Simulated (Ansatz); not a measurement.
`FB(Br)Br`, relaxed with RKS PBE0-D4/def2-TZVP in Ansatz from a PBE-D4/def2-SVP geometry. The force threshold is 0.005 eV/Å; the program also tests the step.

Charge 0, multiplicity 1.

Start:

```xyz
4

F    -0.698    1.268   -0.173
B    -0.065    0.117   -0.017
Br    1.847    0.090   -0.086
Br   -1.084   -1.475    0.276
```

(1) How much energy does the relaxation release, and in how many steps? (An estimate is asked.)

(2) Which bonds change most? (Estimate.)

(3) Give the relaxed structure. (Best estimate.)

Results:

(1) Computed: 0.91 kJ/mol, in 3 steps.

(2) The calculation gave: F1–B2 from 1.323 to 1.307 Å; B2–Br4 from 1.913 to 1.901 Å; B2–Br3 from 1.913 to 1.901 Å.

(3) The calculation gave: 
```xyz
4

F    -0.691    1.255   -0.172
B    -0.065    0.118   -0.016
Br    1.834    0.091   -0.086
Br   -1.078   -1.464    0.274
```
